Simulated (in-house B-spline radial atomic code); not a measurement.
Configurations of Dy⁶⁺, with energies counted from [Kr] 4d10 (4f5/2)6 (4f7/2)2 5s2 (5p1/2)2 (5p3/2)2. Level of theory: Dirac-Hartree-Fock, average of each configuration as written, Fermi nucleus of rms radius 5.2218 fm; calculated with a B-spline radial code for spherical atoms. Energies include first-order Breit, QED and recoil terms.

Occupations are held fixed; configurations that lie above the ionisation limit could autoionise.

```json
{"configuration": "[Kr] 4d10 (4f5/2)5 (4f7/2)3 5s2 (5p1/2)2 (5p3/2)2", "E - E(ref) (eV)": "3.0146", "highest orbital": "4f7/2", "its <r> (bohr)": "0.7333"}
{"configuration": "[Kr] 4d10 (4f5/2)3 (4f7/2)5 5s2 (5p1/2)2 (5p3/2)2", "E - E(ref) (eV)": "6.246", "highest orbital": "4f7/2", "its <r> (bohr)": "0.7305"}
{"configuration": "[Kr] 4d10 (4f5/2)5 (4f7/2)3 5s2 (5p1/2)1 (5p3/2)2 (5g7/2)1", "E - E(ref) (eV)": "86.457", "highest orbital": "5g7/2", "its <r> (bohr)": "3.834"}
{"configuration": "[Kr] 4d10 (4f7/2)7 5s2 (5p1/2)1 (5p3/2)3 (8d5/2)1", "E - E(ref) (eV)": "90.771", "highest orbital": "8d5/2", "its <r> (bohr)": "7.92"}
{"configuration": "[Kr] 4d10 (4f5/2)4 (4f7/2)4 5s2 (5p1/2)2 (5p3/2)1 (8d3/2)1", "E - E(ref) (eV)": "92.184", "highest orbital": "8d3/2", "its <r> (bohr)": "7.933"}
{"configuration": "[Kr] 4d10 (4f5/2)2 (4f7/2)6 5s2 (5p1/2)2 (5p3/2)1 (7g9/2)1", "E - E(ref) (eV)": "97.2", "highest orbital": "7g9/2", "its <r> (bohr)": "8.893"}
{"configuration": "[Kr] (4d3/2)3 (4d5/2)6 (4f5/2)6 (4f7/2)3 5s2 (5p1/2)2 (5p3/2)2", "E - E(ref) (eV)": "171.21", "highest orbital": "4f7/2", "its <r> (bohr)": "0.7274"}
```

Question: Order these further configurations by energy, lowest first.
A. [Kr] 4d10 (4f5/2)1 (4f7/2)7 5s2 (5p1/2)1 (5p3/2)2 6s1
B. [Kr] 4d10 (4f5/2)1 (4f7/2)7 5s2 (5p1/2)1 (5p3/2)3
C. [Kr] (4d3/2)3 (4d5/2)6 (4f5/2)6 (4f7/2)2 5s2 (5p1/2)1 (5p3/2)3 (9g9/2)1
D. [Kr] 4d10 (4f5/2)1 (4f7/2)8 5s2 (5p3/2)3
E. [Kr] 4d10 (4f7/2)8 5s2 (5p1/2)2 (5p3/2)2

Answer: E (4.093 eV), B (10.772 eV), D (28.59 eV), A (56.447 eV), C (267.43 eV).

Question: How far above the reference does [Kr] 4d10 (4f5/2)5 (4f7/2)2 5s2 (5p3/2)4 (7d3/2)1 lie?

Answer: 89.671 eV; its least bound orbital is 7d3/2 with <r> = 5.428 bohr.

Question: How far above the reference does [Kr] 4d10 (4f5/2)3 (4f7/2)5 5s2 (5p3/2)3 (5d3/2)1 lie?

Answer: 53.133 eV; its least bound orbital is 5d3/2 with <r> = 1.725 bohr.
